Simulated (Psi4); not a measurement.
A run for Psi4: SAPT0/jun-cc-pV(D+d)Z on C4H6 (a complex), monomers drawn apart or pushed together.

```
memory 2025 MB

molecule dimer {
0 1
C    -0.38780770   -0.56419932   -0.41899659
C     0.34346237    0.54122439   -0.43295338
H     0.06642078   -1.54771501   -0.42256377
H    -1.47053193   -0.53076805   -0.40563144
H    -0.11074857    1.52474235   -0.43176067
H     1.42618238    0.50773441   -0.44873624
--
0 1
C     0.05387709    0.02699765    5.56767152
C     0.06919494    0.03526364    6.76504648
H     0.04130981    0.01832778    4.50241430
H     0.08178141    0.04396507    7.82749145
units angstrom
symmetry c1
no_reorient
no_com
}

set {
  basis jun-cc-pV(D+d)Z
  scf_type df
  freeze_core true
}

energy('sapt0')
```

The log:

```
[...]
==> Input File <==

--------------------------------------------------------------------------
memory 2025 MB

molecule dimer {
0 1
C    -0.38780770   -0.56419932   -0.41899659
C     0.34346237    0.54122439   -0.43295338
H     0.06642078   -1.54771501   -0.42256377
H    -1.47053193   -0.53076805   -0.40563144
H    -0.11074857    1.52474235   -0.43176067
H     1.42618238    0.50773441   -0.44873624
--
0 1
C     0.05387709    0.02699765    5.56767152
C     0.06919494    0.03526364    6.76504648
H     0.04130981    0.01832778    4.50241430
H     0.08178141    0.04396507    7.82749145
units angstrom
symmetry c1
no_reorient
no_com
}

set {
  basis jun-cc-pV(D+d)Z
  scf_type df
  freeze_core true
}

energy('sapt0')
--------------------------------------------------------------------------


   => Loading Basis Set <=

    Name: JUN-CC-PV(D+D)Z
    Role: ORBITAL
    Keyword: BASIS
    atoms 1-2, 7-8  entry C          line   188 file jun-cc-pv_dpd_z.gbs
    atoms 3-6, 9-10 entry H          line    60 file jun-cc-pv_dpd_z.gbs

   => Loading Basis Set <=

    Name: JUN-CC-PV(D+D)Z
    Role: ORBITAL
    Keyword: BASIS
    atoms 1-2, 7-8  entry C          line   188 file jun-cc-pv_dpd_z.gbs
    atoms 3-6, 9-10 entry H          line    60 file jun-cc-pv_dpd_z.gbs


  //>>>>>>>>>>>>>>>>>>>>>>>>>>>>>>>>>>>//
  //              Dimer HF             //
  //<<<<<<<<<<<<<<<<<<<<<<<<<<<<<<<<<<<//

   => Libint2 <=

    Primary   basis highest AM E, G, H:  7, 6, 3
    Auxiliary basis highest AM E, G, H:  7, 7, 4
    Onebody   basis highest AM E, G, H:  -, -, -
    Solid Harmonics ordering:            Gaussian


   => Loading Basis Set <=

    Name: JUN-CC-PV(D+D)Z
    Role: ORBITAL
    Keyword: BASIS
    atoms 1-2, 7-8  entry C          line   188 file jun-cc-pv_dpd_z.gbs
    atoms 3-6, 9-10 entry H          line    60 file jun-cc-pv_dpd_z.gbs


         ---------------------------------------------------------
                                   SCF
               by Justin Turney, Rob Parrish, Andy Simmonett
                          and Daniel G. A. Smith
                              RHF Reference
                        1 Threads,   1931 MiB Core
         ---------------------------------------------------------

  ==> Geometry <==

    Molecular point group: c1
    Full point group: C1

    Geometry (in Angstrom), charge = 0, multiplicity = 1:

       Center              X                  Y                   Z               Mass
    ------------   -----------------  -----------------  -----------------  -----------------
         C           -0.387807700000    -0.564199320000    -0.418996590000    12.000000000000
         C            0.343462370000     0.541224390000    -0.432953380000    12.000000000000
         H            0.066420780000    -1.547715010000    -0.422563770000     1.007825032230
         H           -1.470531930000    -0.530768050000    -0.405631440000     1.007825032230
         H           -0.110748570000     1.524742350000    -0.431760670000     1.007825032230
         H            1.426182380000     0.507734410000    -0.448736240000     1.007825032230
         C            0.053877090000     0.026997650000     5.567671520000    12.000000000000
         C            0.069194940000     0.035263640000     6.765046480000    12.000000000000
         H            0.041309810000     0.018327780000     4.502414300000     1.007825032230
         H            0.081781410000     0.043965070000     7.827491450000     1.007825032230

  Running in c1 symmetry.

  Rotational constants: A =      0.83875  B =      0.01666  C =      0.01644 [cm^-1]
  Rotational constants: A =  25145.17623  B =    499.38319  C =    492.93102 [MHz]
  Nuclear repulsion =   76.391238893164385

  Charge       = 0
  Multiplicity = 1
  Electrons    = 30
  Nalpha       = 15
  Nbeta        = 15

  ==> Algorithm <==

  SCF Algorithm Type is DF.
  DIIS enabled.
  MOM disabled.
  Fractional occupation disabled.
  Guess Type is SAD.
  Energy threshold   = 1.00e-08
  Density threshold  = 1.00e-08
  Integral threshold = 1.00e-12

  ==> Primary Basis <==

  Basis Set: JUN-CC-PV(D+D)Z
    Blend: JUN-CC-PV(D+D)Z
    Number of shells: 50
    Number of basis functions: 102
    Number of Cartesian functions: 106
    Spherical Harmonics?: true
    Max angular momentum: 2

   => Loading Basis Set <=

    Name: (JUN-CC-PV(D+D)Z AUX)
    Role: JKFIT
    Keyword: DF_BASIS_SCF
    atoms 1-2, 7-8  entry C          line   146 file jun-cc-pvdz-jkfit.gbs
    atoms 3-6, 9-10 entry H          line    70 file jun-cc-pvdz-jkfit.gbs

  ==> Integral Setup <==

  DFHelper Memory: AOs need 0.032 GiB; user supplied 1.414 GiB.
  SCF_SUBTYPE=INCORE selected. In-core MEM_DF algorithm will be used.
  Using in-core AOs.

  ==> MemDFJK: Density-Fitted J/K Matrices <==

    J tasked:                   Yes
    K tasked:                   Yes
    wK tasked:                   No
    OpenMP threads:               1
    Algorithm:                 Core
    Schwarz Cutoff:        
[...]
A      2.597337
      86A      2.701595    87A      2.701885    88A      2.833360
      89A      2.987114    90A      3.138685    91A      3.220117
      92A      3.220567    93A      3.410018    94A      3.616909
      95A      3.766065    96A      3.796351    97A      4.154530
      98A      5.173097    99A      5.232683   100A      5.583362
     101A     18.128193   102A     18.631992

    Final Occupation by Irrep:
              A
    DOCC [     7 ]
    NA   [     7 ]
    NB   [     7 ]

  @DF-RHF Final Energy:   -76.82772448371119

   => Energetics <=

    Nuclear Repulsion Energy =             24.8439397028391546
    One-Electron Energy =                -151.7264004677752780
    Two-Electron Energy =                  50.0547362812249332
    Total Energy =                        -76.8277244837111937

Computation Completed


Properties will be evaluated at   0.000000,   0.000000,   0.000000 [a0]

Properties computed using the SCF density matrix


 Multipole Moments:

 ------------------------------------------------------------------------------------
     Multipole            Electronic (a.u.)      Nuclear  (a.u.)        Total (a.u.)
 ------------------------------------------------------------------------------------

 L = 1.  Multiply by 2.5417464519 to convert [e a0] to [Debye]
 Dipole X            :         -1.6280340            1.6280433            0.0000093
 Dipole Y            :         -0.8236413            0.8236571            0.0000158
 Dipole Z            :       -163.1340804          163.1329014           -0.0011790
 Magnitude           :                                                    0.0011791

 ------------------------------------------------------------------------------------

  Constructing Basis Sets for SAPT...

   => Loading Basis Set <=

    Name: (JUN-CC-PV(D+D)Z AUX)
    Role: RIFIT
    Keyword: DF_BASIS_SAPT
    atoms 1-2, 7-8  entry C          line   100 file jun-cc-pvdz-ri.gbs
    atoms 3-6, 9-10 entry H          line    30 file jun-cc-pvdz-ri.gbs

   => Loading Basis Set <=

    Name: (JUN-CC-PV(D+D)Z AUX)
    Role: JKFIT
    Keyword: DF_BASIS_ELST
    atoms 1-2, 7-8  entry C          line   146 file jun-cc-pvdz-jkfit.gbs
    atoms 3-6, 9-10 entry H          line    70 file jun-cc-pvdz-jkfit.gbs


  //>>>>>>>>>>>>>>>>>>>>>>>>>>>>>>>>>>>//
  //               SAPT0               //
  //<<<<<<<<<<<<<<<<<<<<<<<<<<<<<<<<<<<//



        SAPT0
    Ed Hohenstein
     6 June 2009

      Orbital Information
  --------------------------
    NSO        =       102
    NMO        =       102
    NRI        =       344
    NRI (Elst) =       454
    NOCC A     =         8
    NOCC B     =         7
    FOCC A     =         2
    FOCC B     =         2
    NVIR A     =        94
    NVIR B     =        95

    Elst10,r            =    -0.000320953549 [Eh]
    Exch10              =     0.000004446274 [Eh]
    Exch10 (S^2)        =     0.000004446244 [Eh]

    Maxiter = 50
    CPHF R converge = 1.000000E-08

    Iter     Energy [mEh]          dE [mEh]         Residual      Time [s]
       1      -0.00619738       0.006197384     4.632081e-04             0
       2      -0.00715697       0.000959584     1.833146e-04             0
       3      -0.00757902       0.000422057     2.936924e-05             0
       4      -0.00757105      -0.000007970     9.318859e-06             0
       5      -0.00755702      -0.000014036     1.353710e-06             0
       6      -0.00755835       0.000001328     2.214447e-07             0
       7      -0.00755829      -0.000000056     8.028682e-08             0
       8      -0.00755827      -0.000000023     1.660077e-08             0
       9      -0.00755827       0.000000004     2.174615e-09             0

    CHF Iterations converged

    Maxiter = 50
    CPHF R converge = 1.000000E-08

    Iter     Energy [mEh]          dE [mEh]         Residual      Time [s]
       1      -0.00225603       0.002256028     5.297641e-04             0
       2      -0.00222510      -0.000030925     1.502860e-04             0
       3      -0.00258814       0.000363033     2.274749e-05             0
       4      -0.00258573      -0.000002403     5.811279e-06             0
       5      -0.00258227      -0.000003463     9.202099e-07             0
       6      -0.00258269       0.000000417     1.303117e-07             0
       7      -0.00258265      -0.000000041     2.384816e-08             0
       8      -0.00258265       0.000000007     1.232412e-08             0
       9      -0.00258265      -0.000000002     3.092342e-09             0

    CHF Iterations converged

    Ind20,r (A<-B)      =    -0.000007558271 [Eh]
    Ind20,r (B<-A)      =    -0.000002582650 [Eh]
    Ind20,r             =    -0.000010140921 [Eh]
    Exch-Ind20,r (A<-B) =     0.000000948936 [Eh]
    Exch-Ind20,r (B<-A) =     0.000000006965 [Eh]
    Exch-Ind20,r        =     0.000000955901 [Eh]
    Disp20              =    -0.000090188108 [Eh]
    Disp20 (SS)         =    -0.000045094054 [Eh]
    Disp20 (OS)         =    -0.000045094054 [Eh]
    Exch-Disp20         =     0.000000414985 [Eh]
    Exch-Disp20 (SS)    =     0.000000268185 [Eh]
    Exch-Disp20 (OS)    =     0.000000146799 [Eh]

    SAPT Results
  --------------------------------------------------------------------------------------------------------
    Electrostatics                 -0.32095355 [mEh]      -0.20140139 [kcal/mol]      -0.84266343 [kJ/mol]
      Elst10,r                     -0.32095355 [mEh]      -0.20140139 [kcal/mol]      -0.84266343 [kJ/mol]

    Exchange                        0.00444627 [mEh]       0.00279008 [kcal/mol]       0.01167369 [kJ/mol]
      Exch10                        0.00444627 [mEh]       0.00279008 [kcal/mol]       0.01167369 [kJ/mol]
      Exch10(S^2)                   0.00444624 [mEh]       0.00279006 [kcal/mol]       0.01167361 [kJ/mol]

    Induction                      -0.00997494 [mEh]      -0.00625937 [kcal/mol]      -0.02618920 [kJ/mol]
      Ind20,r                      -0.01014092 [mEh]      -0.00636352 [kcal/mol]      -0.02662498 [kJ/mol]
      Exch-Ind20,r                  0.00095590 [mEh]       0.00059984 [kcal/mol]       0.00250972 [kJ/mol]
      delta HF,r (2)               -0.00078992 [mEh]      -0.00049568 [kcal/mol]      -0.00207393 [kJ/mol]

    Dispersion                     -0.08977312 [mEh]      -0.05633349 [kcal/mol]      -0.23569930 [kJ/mol]
      Disp20                       -0.09018811 [mEh]      -0.05659389 [kcal/mol]      -0.23678884 [kJ/mol]
      Exch-Disp20                   0.00041498 [mEh]       0.00026041 [kcal/mol]       0.00108954 [kJ/mol]
      Disp20 (SS)                  -0.04509405 [mEh]      -0.02829695 [kcal/mol]      -0.11839442 [kJ/mol]
      Disp20 (OS)                  -0.04509405 [mEh]      -0.02829695 [kcal/mol]      -0.11839442 [kJ/mol]
      Exch-Disp20 (SS)              0.00026819 [mEh]       0.00016829 [kcal/mol]       0.00070412 [kJ/mol]
      Exch-Disp20 (OS)              0.00014680 [mEh]       0.00009212 [kcal/mol]       0.00038542 [kJ/mol]

  Total HF                         -0.32648221 [mEh]      -0.20487068 [kcal/mol]      -0.85717894 [kJ/mol]
  Total SAPT0                      -0.41625534 [mEh]      -0.26120417 [kcal/mol]      -1.09287824 [kJ/mol]

  Special recipe for scaled SAPT0 (see Manual):
    Electrostatics sSAPT0          -0.32095355 [mEh]      -0.20140139 [kcal/mol]      -0.84266343 [kJ/mol]
    Exchange sSAPT0                 0.00444627 [mEh]       0.00279008 [kcal/mol]       0.01167369 [kJ/mol]
    Induction sSAPT0               -0.00997494 [mEh]      -0.00625937 [kcal/mol]      -0.02618920 [kJ/mol]
    Dispersion sSAPT0              -0.08977312 [mEh]      -0.05633349 [kcal/mol]      -0.23569930 [kJ/mol]
  Total sSAPT0                     -0.41625534 [mEh]      -0.26120417 [kcal/mol]      -1.09287824 [kJ/mol]
  --------------------------------------------------------------------------------------------------------



*** Psi4 exiting successfully. Buy a developer a beer!
```

The run finished.

Cost: around 6 core-seconds (rough).
